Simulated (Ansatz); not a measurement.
Input (CCSDT(Q)/cc-pVDZ; Ansatz, a first-principles code):

Ansatz 0.2 input:
```yaml
crystal:
  periodic: [false, false, false]
  atoms:
    - {symbol: C, position_ang: [-2.18694854, 0.00139281, -0.09965906]}
    - {symbol: C, position_ang: [-1.01554517, 0.13472504, 0.50215940]}
    - {symbol: C, position_ang: [0.18687603, -0.72080933, 0.19186801]}
    - {symbol: C, position_ang: [1.35066915, 0.07601671, -0.19353405]}
    - {symbol: N, position_ang: [2.25909468, 0.71584598, -0.48834426]}
    - {symbol: H, position_ang: [-3.02917926, 0.62671953, 0.16475412]}
    - {symbol: H, position_ang: [-2.34798943, -0.73536314, -0.87815951]}
    - {symbol: H, position_ang: [-0.87406910, 0.88651887, 1.27090471]}
    - {symbol: H, position_ang: [-0.03978054, -1.42309583, -0.61290192]}
    - {symbol: H, position_ang: [0.46704678, -1.31365270, 1.06880668]}
basis:
  gaussian:
    orbitals: cc-pVDZ
magnetization: {spin_polarized: false}
correlation: {method: ccsdt_q, electrons: outside_noble_gas}
```

Output:

```
Functional definition: HF
integrals: 0.16 GiB planned
1818 factors; integrals over basis functions are off by at most 1.7e-7 eV
mean field: 0.41 GiB planned
mean field evaluation 1: about -5678.5215 eV, gradient 3.5e1 eV
mean field evaluation 2: about -5678.7772 eV, gradient 3.5e1 eV
mean field evaluation 4: about -5682.1774 eV, gradient 5.3e0 eV
mean field evaluation 8: about -5682.2769 eV, gradient 1.0e-1 eV
mean field evaluation 16: about -5680.6869 eV, gradient 2.5e1 eV
mean field -5682.27690345 eV, -208.8198246161 hartree, gradient 9.9e-7 eV, S^2 0.000000; 0 other end points of the search recorded, 0 dependent functions left out
5 core orbitals not correlated
reference -5682.27690345 eV, -208.8198246161 hartree; 13, 13 occupied and 77, 77 virtual orbitals, 1818 factors
second order -18.49128154 eV of doubles, -0.00000000 eV of singles
coupled cluster: 9.95 GiB planned
cycle   1  -18.85541234 eV  change   -3.6e-1 eV  update   1.3e-1
cycle   2  -19.84557775 eV  change   -9.9e-1 eV  update   5.9e-2
cycle   3  -20.38990097 eV  change   -5.4e-1 eV  update   2.6e-2
cycle   4  -20.35072418 eV  change    3.9e-2 eV  update   8.6e-3
cycle   5  -20.33658226 eV  change    1.4e-2 eV  update   4.4e-3
cycle   6  -20.34546057 eV  change   -8.9e-3 eV  update   1.4e-3
cycle   7  -20.34898281 eV  change   -3.5e-3 eV  update   6.2e-4
cycle   8  -20.34855004 eV  change    4.3e-4 eV  update   2.2e-4
cycle   9  -20.34827609 eV  change    2.7e-4 eV  update   8.2e-5
cycle  10  -20.34844077 eV  change   -1.6e-4 eV  update   4.0e-5
cycle  11  -20.34835412 eV  change    8.7e-5 eV  update   1.8e-5
cycle  12  -20.34833341 eV  change    2.1e-5 eV  update   8.1e-6
cycle  13  -20.34833007 eV  change    3.3e-6 eV  update   4.1e-6
cycle  14  -20.34833136 eV  change   -1.3e-6 eV  update   1.9e-6
coupled cluster: 9.95 GiB planned
perturbative correction -0.06768525 eV, -0.0024873869 hartree
Total energy: -5702.69292005 eV, -209.5700993879 hartree
```
